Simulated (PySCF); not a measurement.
Lowest empty level (eV) of eight silicon and germanium compounds: PBE beside CAM-B3LYP, computed with PySCF for isolated molecules in the bases named; differences from unrounded values. The eight are the first of their class met in an unordered collection, after screening for sound electronic states; none was chosen by its value. Each molecule has one DFT geometry for both levels.

```tsv
molecule	basis	CAM-B3LYP
C3H12OSi2, SMILES C[SiH](C[SiH2]O)C	def2-TZVP	1.23
ethoxymethyl(methyl)silane (C₄H₁₂OSi), SMILES CCOC[SiH2]C	def2-TZVP	1.57
C2H5F2NSi, SMILES C/C=N/[SiH](F)F	def2-TZVP	-0.03
C₂H₅NOSi, SMILES O[Si@@H](N)C#C	def2-TZVP	0.94
silacyclobutane (C3H8Si), SMILES C1C[SiH2]C1	def2-TZVP	1.28
CH7NSi3, SMILES [SiH3][Si@H]1N=C[SiH2]1	def2-TZVP	-0.04
C₂H₄GeN₂, SMILES N#C/N=[CH]\[GeH3]	def2-TZVP	-1.42
C₃H₁₀Si₃, SMILES [SiH2]1[C@@H]([SiH3])C(=C)[SiH2]1	def2-TZVP	0.22
```

Task: Estimate the PBE values and say how PBE differs from CAM-B3LYP over the set. (The exact figures need the calculation; the answer reports its results.)

Result: 
| molecule | PBE | difference |
|---|---|---|
| C3H12OSi2, SMILES C[SiH](C[SiH2]O)C | -0.53 | -1.76 |
| ethoxymethyl(methyl)silane (C₄H₁₂OSi), SMILES CCOC[SiH2]C | -0.10 | -1.66 |
| C2H5F2NSi, SMILES C/C=N/[SiH](F)F | -2.32 | -2.29 |
| C₂H₅NOSi, SMILES O[Si@@H](N)C#C | -1.07 | -2.01 |
| silacyclobutane (C3H8Si), SMILES C1C[SiH2]C1 | -0.44 | -1.73 |
| CH7NSi3, SMILES [SiH3][Si@H]1N=C[SiH2]1 | -2.37 | -2.32 |
| C₂H₄GeN₂, SMILES N#C/N=[CH]\[GeH3] | -3.56 | -2.14 |
| C₃H₁₀Si₃, SMILES [SiH2]1[C@@H]([SiH3])C(=C)[SiH2]1 | -1.84 | -2.06 |
PBE lies below CAM-B3LYP in 8 and above it in 0 of the eight; the mean signed difference is -2.00 and the largest -2.32 eV.
